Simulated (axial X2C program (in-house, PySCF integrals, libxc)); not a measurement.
# Density and ELF of TeC

All values were computed with an in-house relativistic program for diatomic molecules. Two-component (2c) means X2C with spin–orbit coupling and atomic mean-field two-electron Coulomb and Gaunt terms. Basis: Te dyall-cv3z [11s12p8d4f1g], C dyall-v3z [7s6p2d1f] (cores contracted in-house); Gaussian nuclei, density fitting, unrestricted open shells. Masses: Te 129.906 u, C 12.000 u.

PBE0, two-component, state Ω = 0 (closed shell); Te at z = 0, C at z = 1.887 Å.

The maps cover the half plane through the axis: z from -2.4 to 4.2 Å along the bond, ρ from 0.15 to 2.25 Å away from it.

log10 of the density in e/bohr³:

```
 ρ\z  -2.4  -1.8  -1.2  -0.6   0.0   0.6   1.2   1.8   2.4   3.0   3.6   4.2
0.15  -3.1  -2.2  -1.3  -0.2   1.8  -0.2  -0.7   0.5  -0.6  -1.5  -2.5  -3.4
0.45  -3.2  -2.3  -1.4  -0.6   0.4  -0.6  -0.9  -0.8  -0.9  -1.7  -2.6  -3.5
0.75  -3.3  -2.4  -1.6  -1.0  -0.6  -1.0  -1.2  -1.1  -1.3  -1.9  -2.7  -3.6
1.05  -3.4  -2.6  -1.9  -1.3  -1.1  -1.3  -1.5  -1.6  -1.7  -2.3  -3.0  -3.8
1.35  -3.6  -2.9  -2.2  -1.7  -1.5  -1.7  -1.9  -2.0  -2.2  -2.6  -3.3  -4.0
1.65  -3.9  -3.1  -2.5  -2.1  -1.9  -2.0  -2.3  -2.5  -2.7  -3.0  -3.6  -4.3
1.95  -4.1  -3.5  -2.9  -2.5  -2.4  -2.4  -2.7  -2.9  -3.1  -3.4  -3.9  -4.6
2.25  -4.4  -3.8  -3.3  -2.9  -2.8  -2.9  -3.1  -3.3  -3.5  -3.9  -4.3  -4.9
```

Electron localisation function (collinear form, no current term, damped to 0 at low density):

```
 ρ\z  -2.4  -1.8  -1.2  -0.6   0.0   0.6   1.2   1.8   2.4   3.0   3.6   4.2
0.15  0.15  0.63  0.72  0.48  0.77  0.44  0.85  0.92  0.94  0.98  0.89  0.15
0.45  0.13  0.61  0.76  0.29  0.76  0.24  0.80  0.26  0.96  0.97  0.84  0.11
0.75  0.09  0.54  0.79  0.40  0.28  0.32  0.71  0.67  0.93  0.94  0.71  0.05
1.05  0.05  0.44  0.76  0.71  0.47  0.61  0.59  0.54  0.80  0.83  0.46  0.02
1.35  0.02  0.29  0.67  0.78  0.73  0.69  0.48  0.34  0.53  0.55  0.18  0.00
1.65  0.01  0.14  0.50  0.70  0.72  0.64  0.37  0.18  0.23  0.21  0.04  0.00
1.95  0.00  0.04  0.29  0.52  0.59  0.52  0.26  0.09  0.07  0.04  0.00  0.00
2.25  0.00  0.01  0.10  0.28  0.38  0.32  0.14  0.04  0.01  0.01  0.00  0.00
```

One determinant describes the state; a PBE0 search over occupations chose it and may have missed a lower one.
